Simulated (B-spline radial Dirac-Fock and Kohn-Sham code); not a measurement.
# Relativistic shifts of the levels of Ge¹⁷⁺

System: Ge¹⁷⁺ in the configuration [Ne] 3s2 3p3.

Both columns are ΔSCF binding energies of the configuration average from a radial B-spline solver: non-relativistic Hartree-Fock with a point nucleus, and Dirac-Fock with a finite nucleus and the Coulomb interaction alone, averaged over the two j levels with weights 2j+1.

```
shell  Hartree-Fock (eV)  Dirac-Fock (eV)  shift (eV)  shift (%)
   1s            11646.6          11804.8     +158.17      +1.36
   2s             2042.8           2079.4      +36.61      +1.79
   3s              701.4            710.3       +8.98      +1.28
   3p              652.1            655.0       +2.92      +0.45
```

Relativity binds 1s, 2s, 3s, 3p more strongly, among those listed most of all 2s in relative terms.

Values without a named source are computed, but for edge energies of neutral atoms, which are taken from tables.
